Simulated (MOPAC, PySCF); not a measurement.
Lewis adduct: GaH3 (SMILES [GaH3]) (first 4 atoms) with H2S (SMILES S); geometry from B3LYP-D3(BJ)/def2-TZVP, rigid monomers moved along the line of their centres of mass till Ga1···S5 is 4.79 Å.
(charge 0, multiplicity 1):
| atom | x (Å) | y (Å) | z (Å) |
|---|---|---|---|
| Ga | 0.5276 | -0.0695 | 0.5202 |
| H | -0.3462 | 1.1132 | -0.0427 |
| H | 0.2736 | -1.5335 | -0.0007 |
| H | 1.8912 | 0.2612 | 1.2378 |
| S | -2.0566 | -0.6130 | 4.5196 |
| H | -1.6399 | 0.4949 | 5.1564 |
| H | -1.1967 | -1.4017 | 5.1866 |

Monomers are frozen at their geometry in the pair; levels with a basis set take the counterpoise correction. Rows marked so take none.

Rows in 3-21G, LANL2DZ carry no dispersion term and start afresh at each structure; the Pople sets are all-electron and without relativity. LANL2DZ brings its own core potentials from Na on. The state that PM3 reach isn't checked.

Programs: MOPAC for PM3 (differences of heats of formation); PySCF for 3-21G rows, LANL2DZ rows. 

Task: One of these levels gives -22.7 kJ/mol for the interaction energy. Which?
(A) HF/3-21G (no counterpoise)
(B) PM3
(C) B3LYP/LANL2DZ (no counterpoise)

Result: B, PM3. The others give -7.5 (HF/3-21G (no counterpoise)), -5.3 (B3LYP/LANL2DZ (no counterpoise))
